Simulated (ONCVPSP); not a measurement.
## Logarithmic derivatives: Lu (Z = 71), ONCV

```
Element                 : Lu (Z = 71)
Generator               : ONCVPSP 4.0.1
Type                    : optimised norm-conserving Vanderbilt (ONCV)
Functional              : PBE
Relativity              : scalar-relativistic
Frozen core             : [Kr] 4d10 4f14
Valence charge          : 11
Reference configuration : 5s2 5p6 5d2 6s1
Partial waves           : 5s+6s: rc 2.00 bohr, ncon 3, nbas 7, qcut 5.5 1/bohr, 2 projectors; 5p: rc 1.65 bohr, ncon 4, nbas 8, qcut 10.5 1/bohr, 2 projectors, debl 2.9 Ha; 5d: rc 2.45 bohr, ncon 4, nbas 8, qcut 4.4 1/bohr, 2 projectors, debl 3.3 Ha
Local potential         : polynomial inside 1.20 bohr (lpopt 5, dvloc0 0 Ha)
Core correction         : Teter function, fcfact 2, rcfact 1.55
```

The phase is arctan(r·R′/R) of the radial function R(r), unwrapped; energies in Ha, scanned from -4 to 5 Ha. A pole is an energy at which the radial function vanishes at the test radius. The pseudo phase is shifted by a multiple of π to meet the all-electron one at the reference energy, and phase errors are pseudo minus all-electron; the curves can meet again beyond the range given. Levels narrower than the energy grid can be missing from the lists of poles.

| channel | radius (bohr) | reference energy (Ha) | poles, all-electron | poles, pseudo | unbroken range about the reference energy with phases within 0.05 rad | phase error 1 Ha above the reference energy (rad) |
| --- | --- | --- | --- | --- | --- | --- |
| s | 2.04 | -0.16 | -2.00, 4.15 | -2.00, 2.06, 4.45 | below 1.8 | -0.015 |
| p | 1.67 | -1.13 | 0.22 | 0.22 | the whole range | -0.000 |
| d | 2.48 | -0.05 | 0.57, 4.40 | 0.57, 4.42 | the whole range | +0.002 |

Note: no bound ghost flagged; GHOST(+) flagged for s at 57.3 eV, d at 201.5 eV.

Phases in the s channel:

```tsv
E (Ha)	all-electron	pseudo
-3.98	1.295	1.295
-3.50	1.242	1.241
-3.02	1.119	1.118
-2.54	0.299	0.297
-2.06	-1.524	-1.524
-1.58	-1.736	-1.736
-1.10	-1.851	-1.851
-0.62	-1.984	-1.984
-0.14	-2.215	-2.215
0.34	-2.764	-2.766
0.82	-3.697	-3.712
1.30	-4.209	-4.233
1.78	-4.420	-4.473
2.26	-4.529	-7.486
2.74	-4.597	-7.700
3.22	-4.645	-7.762
3.70	-4.682	-7.804
4.18	-4.715	-7.837
4.66	-4.745	-7.867
```
